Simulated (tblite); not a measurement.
Compound: C₇H₇FOS.
Structure used (GFN2-xTB), in Å, numbered top down from 1:
```
atom  x, y, z in Å
C1    -1.1942   -1.7348    0.1683
C2    -0.2664   -0.5708    0.0536
C3     1.1317   -0.6681    0.0460
C4     1.7599    0.5523   -0.0723
C5     3.1633    0.8414   -0.1141
O6     3.7309    1.8789   -0.2155
F7     3.9030   -0.3173   -0.0138
S8     0.6106    1.8473   -0.1762
C9    -0.6971    0.7333   -0.0586
C10   -2.1071    1.1990   -0.0819
H11   -0.6318   -2.6608    0.2396
H12   -1.8219   -1.6369    1.0531
H13   -1.8488   -1.7873   -0.7006
H14    1.6738   -1.5937    0.1245
H15   -2.1537    2.2808   -0.1656
H16   -2.6216    0.8926    0.8289
H17   -2.6374    0.7561   -0.9253
```

Calculated harmonic vibrations of the isolated species, GFN2-xTB (tblite), most abundant isotopes, no scaling. Errors from tens to a few hundred cm⁻¹ against measured bands are possible. One conformer, not necessarily the lowest.

Harmonic wavenumbers (cm⁻¹): 68.0, 75.4, 85.3, 105.2, 124.0, 190.2, 237.2, 294.2, 332.1, 340.3, 435.7, 461.9, 521.2, 566.2, 627.8, 670.7, 698.0, 745.6, 832.0, 898.0, 914.0, 1001.8, 1019.8, 1035.4, 1107.2, 1154.1, 1187.2, 1198.6, 1396.2, 1403.9, 1417.6, 1451.3, 1459.1, 1467.0, 1473.7, 1484.1, 1556.6, 1816.2, 2994.4, 3007.7, 3010.1, 3020.8, 3061.0, 3062.3, 3135.1.

A = 2263, B = 786.7, C = 588.0 MHz; mass 158.020 u (most abundant isotopes); point group Cs, symmetry number 1.

Question: What is the zero-point energy?

Answer: Half the sum of the wavenumbers: 26572 cm⁻¹ = 317.88 kJ/mol.

Question: Give the ideal-gas entropy at 400 K and 1 bar in the rigid-rotor, harmonic-oscillator model (classical rotation).

Answer: Translation 178.10, rotation 129.64, vibration 174.96: S = 482.7 J/(mol K).

Question: And Cp and H(400 K) − H(0)?

Answer: Cp = 200.16 J/(mol K), of which vibrations give 166.90 (their classical limit is 45 R = 374.2); H(400 K) − H(0) = 49.04 kJ/mol without the zero-point energy, 35.74 from vibrations.

Question: What must be added to the electronic energy to get the Gibbs energy at 400 K and 1 bar?

Answer: ZPE + [H(400 K) − H(0)] − T·S = 317.88 + 49.04 − 193.08 = 173.84 kJ/mol.

Question: How do the functions run with temperature in this model?

Answer: 
```tsv
T (K)	S (J/(mol K))	Cp (J/(mol K))	H − H(0) (kJ/mol)	G − H(0) (kJ/mol)	ln q(vib)
50	251.6	59.2	2.13	-10.45	0.45
100	300.8	84.3	5.75	-24.33	1.80
298.15	429.4	163.7	30.47	-97.55	7.51
373.15	469.1	191.0	43.79	-131.26	9.57
500	530.7	230.6	70.63	-194.74	12.94
750	635.4	285.0	135.64	-340.94	19.15
1000	722.5	319.3	211.50	-511.00	24.78
```

q(vib) and H(0) count from the zero-point level.

Question: Which modes carry the vibrational entropy at 400 K?

Answer: 68.0 cm⁻¹: 20.04; 75.4 cm⁻¹: 19.19; 85.3 cm⁻¹: 18.17; 105.2 cm⁻¹: 16.44; 124.0 cm⁻¹: 15.10; 190.2 cm⁻¹: 11.63 J/(mol K); the other 39 give 74.39 together.

Hindered rotation and anharmonicity are outside this model. Other conformers, if any are populated, would add a mixing term that is left out.

On one thread of an Arm Neoverse V2, shared host with 96 logical CPUs at a one-minute load of 30, this took 0.63 s of wall time. The figure is for the frequency step alone.
